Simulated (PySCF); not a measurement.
C7H13FSi.
SMILES with atom numbers: `[CH2:1]=[C:2]([CH3:3])[Si@@H:4]1[CH2:5][CH2:6][CH2:7][C@H:8]1[F:9]`

Probes without a nucleus sit at each ring's centroid and 1 Å off its mean plane on both sides; NICS is minus the shielding there, NICSzz its component along the normal. Level: GIAO PBE0/pcSseg-1 (PySCF, non-relativistic, gas phase) on the GFN2-xTB geometry, one conformer.

Ring bond lengths (Å), with Mayer bond orders in brackets: Si4–C5 1.911 (0.92), C5–C6 1.531 (1.03), C6–C7 1.527 (1.02), C7–C8 1.523 (1.03), C8–Si4 1.926 (0.84).

Problem. Give the NICS values of each ring in ppm.

Solution. 
```json
{"ring": "Si4–C5–C6–C7–C8", "type": "5-membered ring with Si; formal bonds all single", "NICS(0)": "-3.5", "NICS(1), two faces": "-2.9 / -4.0", "NICS(1)zz, two faces": "-1.4 / -2.6", "rms pucker (Å)": "0.20", "centre to ring atoms, mean (Å)": "1.40"}
```

Problem. What do they say, and how far can they be read as aromaticity?

Solution. 
- Si4–C5–C6–C7–C8: mean NICS(1)zz -2.0 ppm, near zero. Si4, C5, C6, C7, C8 have four or more neighbours, so the value isn't read as a sign of a π ring current.

Problem. What are the shieldings of the ring atoms and their hydrogens in the same run (means over atoms taken as equivalent)?

Solution. 
| atoms | environment | σ isotropic (ppm) | principal values of the symmetric part, first atom (ppm) |
| --- | --- | --- | --- |
| Si4 | SiH silicon | 354.5 | 318.8, 360.9, 383.8 |
| C5 | sp3 carbon bound to silicon | 171.1 | 159.5, 168.3, 185.6 |
| C6 | ring CH2 carbon | 158.3 | 132.2, 170.3, 172.5 |
| C7 | ring CH2 carbon | 145.0 | 132.9, 146.7, 155.3 |
| C8 | sp3 C–F carbon | 94.7 | 55.7, 77.6, 150.9 |
| H on Si4 | Si–H hydrogen | 27.10 | 23.8, 25.7, 31.8 |
| H on C5 | methylene hydrogen | 31.24 | 26.4, 29.5, 37.8 |
| H on C5 | methylene hydrogen | 30.35 | 25.4, 28.2, 37.4 |
| H on C6 | methylene hydrogen | 29.62 | 23.8, 27.6, 37.4 |
| H on C6 | methylene hydrogen | 29.91 | 25.6, 28.0, 36.1 |
| H on C7 | methylene hydrogen | 30.47 | 26.8, 28.1, 36.5 |
| H on C7 | methylene hydrogen | 29.26 | 24.9, 27.0, 35.9 |
| H on C8 | methine hydrogen | 26.47 | 23.3, 26.5, 29.6 |
